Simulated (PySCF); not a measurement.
**Field gradients at the hydrogen positions**

Compound: C4H9Si (charge -1).
Numbering: `[CH3:1][SiH-:2][CH:3]1[CH2:4][CH2:5]1` (hydrogens: H6, H7, H8 on C1; H9 on Si2; H10 on C3; H11, H12 on C4; H13, H14 on C5)

Geometry (GFN2-xTB, dihedral held, Å), atoms numbered from 1 in this order:
```xyz
14
C4H9Si angstrom
C      2.287    0.625   -0.333
Si     1.116   -0.887   -0.351
C     -0.613   -0.133   -0.594
C     -0.994    0.435   -1.924
C     -0.892    1.334   -0.730
H      2.304    1.122   -1.306
H      2.048    1.385    0.420
H      3.307    0.288   -0.135
H      1.049   -1.184    1.112
H     -1.407   -0.708   -0.114
H     -1.981    0.251   -2.341
H     -0.224    0.513   -2.682
H     -0.060    2.025   -0.686
H     -1.812    1.759   -0.331
```

Level: PBE0/pcSseg-1 (PySCF, non-relativistic); Q(2H) = 0.00286 b; rigid geometry, the same for H and D, with no vibrational averaging.

Problem. Rank these positions by the coupling χzz of a deuteron there, largest first.
A. H14 (methylene hydrogen)
B. H7 (methyl hydrogen)
C. H9 (Si–H hydrogen)

Solution. A (218 kHz), B (213 kHz), C (107 kHz).

Problem. What are Vzz, η and χzz (234.96 MHz × Q × Vzz) at all hydrogens?

Solution. 
| atom | bonded to | bond length (Å) | Vzz (au) | η | χzz (kHz) |
| --- | --- | --- | --- | --- | --- |
| H6 | C1 | 1.093 | 0.3233 | 0.04 | 217 |
| H7 | C1 | 1.097 | 0.3165 | 0.06 | 213 |
| H8 | C1 | 1.092 | 0.3246 | 0.04 | 218 |
| H9 | Si2 | 1.495 | 0.1589 | 0.12 | 107 |
| H10 | C3 | 1.091 | 0.3224 | 0.04 | 217 |
| H11 | C4 | 1.088 | 0.3268 | 0.08 | 220 |
| H12 | C4 | 1.083 | 0.3287 | 0.09 | 221 |
| H13 | C5 | 1.082 | 0.3304 | 0.08 | 222 |
| H14 | C5 | 1.089 | 0.3250 | 0.08 | 218 |

Problem. Average by the element that carries the hydrogen.

Solution. on C: 218 kHz over 8 positions, mean bond length 1.089 Å; on Si: 107 kHz over 1 position, mean bond length 1.495 Å.

Problem. How does χzz go with the bond length over the 8 C–H bonds?

Solution. A straight-line fit has a slope of -5.6 kHz for each 0.01 Å, with a correlation coefficient of -0.95, over lengths from 1.082 to 1.097 Å. The longer bonds have the smaller couplings here.

Problem. A static deuteron (I = 1) shows a doublet split by (3/2)χ, (3/4)χ(1 + η) and (3/4)χ(1 − η) with the field along z, y and x of the gradient. What are these for H11?

Solution. With |χ| = 219.6 kHz and η = 0.085: 329, 179 and 151 kHz, to first order and without motion.

The geometry is a constrained GFN2-xTB structure with the dihedral C1–Si2–C3–C5 held at 0°, isolated molecule; it need not be a minimum. The pcSseg-1 basis has no diffuse functions, a weakness for an anion. The HOMO energy is positive at this level (+1.00 eV), so the outermost electrons may be held by the finite basis alone. GFN2-xTB bond lengths can be off by several hundredths of an ångström, more for odd bonds, and the gradients follow them. These gradients aren't converged with respect to the basis.
